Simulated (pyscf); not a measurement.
**H₃C–SiH₂–SiH₃, singlet**

Gas-phase minimum from PySCF at ωB97X-D3(BJ)/def2-SVP, one conformer. 

```xyz
11

C     -1.4940    -1.3977    -1.3377
Si    -0.7828    -0.3600     0.0680
Si     1.4561    -0.9172     0.4345
H     -0.9352    -1.2230    -2.2707
H     -1.4317    -2.4711    -1.0983
H     -2.5511    -1.1476    -1.5191
H     -1.5542    -0.5910     1.3282
H     -0.8748     1.0959    -0.2610
H      2.2552    -0.6751    -0.8055
H      2.0440    -0.1083     1.5438
H      1.5732    -2.3649     0.7882
```

Bonded distances (Å): C1–Si2 1.886, C1–H4 1.102, C1–H5 1.102, C1–H6 1.101, Si2–Si3 2.336, Si2–H7 1.495, Si2–H8 1.495, Si3–H9 1.495, Si3–H10 1.493, Si3–H11 1.495. Bond angles (°): Si2–C1–H4 110.6, Si2–C1–H5 110.7, Si2–C1–H6 111.1, H4–C1–H5 108.1, H4–C1–H6 108.1, H5–C1–H6 108.1, C1–Si2–Si3 110.3, C1–Si2–H7 110.4, C1–Si2–H8 110.4, Si3–Si2–H7 109.0, Si3–Si2–H8 109.0, H7–Si2–H8 107.7, Si2–Si3–H9 110.1, Si2–Si3–H10 111.4 (the first ones only).

Properties at ωB97X-D3(BJ)/def2-SVP:

```json
{
 "harmonic_wavenumbers_unscaled": "101, 142, 164, 362, 440, 499, 517, 676, 694, 733, 861, 894, 925, 949, 955, 964, 1285, 1446, 1447, 2229, 2230, 2236, 2241, 2247, 3070, 3173, 3175 cm⁻¹",
 "zero_point_energy": "49.5 kcal/mol",
 "rotational_symmetry_number": "1",
 "Entropy of this conformer at 298 K and 1 atm, rigid rotor and harmonic oscillator, modes under 100 cm⁻¹ raised to 100": "326.5 J/(mol K)",
 "dipole_moment": "0.84 D"
}
```

Single-point totals, which compare only within one level (frozen core for MP2 and CC):

```
level                   total energy (hartree)
----------------------  ----------------------
ωB97X-D3(BJ)/def2-TZVP              -622.02272
PBE/def2-TZVP                       -621.55786
r²SCAN/def2-TZVP                    -621.84745
B3LYP-D3(BJ)/def2-TZVP              -621.99925
PBE0-D3(BJ)/def2-TZVP               -621.63816
M06-2X/def2-TZVP                    -621.85262
ωB97M-D3(BJ)/def2-TZVP              -622.02010
HF/def2-TZVPP                       -620.42623
MP2/def2-TZVPP                      -620.86723
CCSD/def2-TZVPP                     -620.92672
CCSD(T)/def2-TZVPP                  -620.94390
```

Soft torsions are taken as harmonic, which can shift the entropy by several J/(mol K). The CCSD(T) − MP2 part came from Ansatz, without density fitting, on the same reference.
